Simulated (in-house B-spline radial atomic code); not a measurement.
**Binding energies in Mn**

NIST's tabulated ground configuration is [Ar] 3d5 4s2; each binding energy is the energy of the ion with one electron taken from that subshell, relaxed, less that of the parent. Level of theory: Dirac-Hartree-Fock, average of configuration, Fermi nucleus of rms radius 3.7057 fm; calculated with a radial B-spline atomic code at the basis-set limit. Energies include first-order Breit, QED and recoil terms.

| subshell | X-ray name | binding energy (eV) | -ε (eV) | relaxation (eV) |
| --- | --- | --- | --- | --- |
| 1s | K | 6550.5 | 6602.5 | 42.1 |
| 2s | L1 | 785 | 805.1 | 19.4 |
| 2p1/2 | L2 | 664 | 685.6 | 20.9 |
| 2p3/2 | L3 | 653.8 | 675.0 | 20.8 |
| 3s | M1 | 100.9 | 106.6 | 5.6 |
| 3p1/2 | M2 | 64.11 | 69.53 | 5.36 |
| 3p3/2 | M3 | 62.88 | 68.17 | 5.26 |
| 3d | M4,5 | 11.02 | 14.93 | 3.93 |
| 4s | N1 | 6.64 | 6.92 | 0.28 |

Relaxation = -ε minus the binding energy without Breit, QED and recoil terms.

Emission lines follow as differences of binding energies, with λ = 12398.42 eV·Å / E:

```tsv
line	holes	energy (eV)	wavelength (Å)
K-L3	1s → 2p3/2	5896.7	2.1026
K-L2	1s → 2p1/2	5886.5	2.1062
K-M3	1s → 3p3/2	6487.6	1.9111
L1-M3	2s → 3p3/2	722.1	17.169
L3-M1	2p3/2 → 3s	552.9	22.424
```

What screening constant σ does Moseley's law, E = (3/4)·13.6057 eV·(Z - σ)², need for K-L3?

σ = 0.96.

What does it cost to remove both a 3p1/2 and a 4s electron?

79.804 eV, which is 9.057 eV more than the two single binding energies together.

What does it cost to remove two 2p1/2 electrons?

1391.2 eV, which is 63.24 eV more than the two single binding energies together.

What does it cost to remove both a 2s and a 3p1/2 electron?

869.55 eV, which is 20.48 eV more than the two single binding energies together.
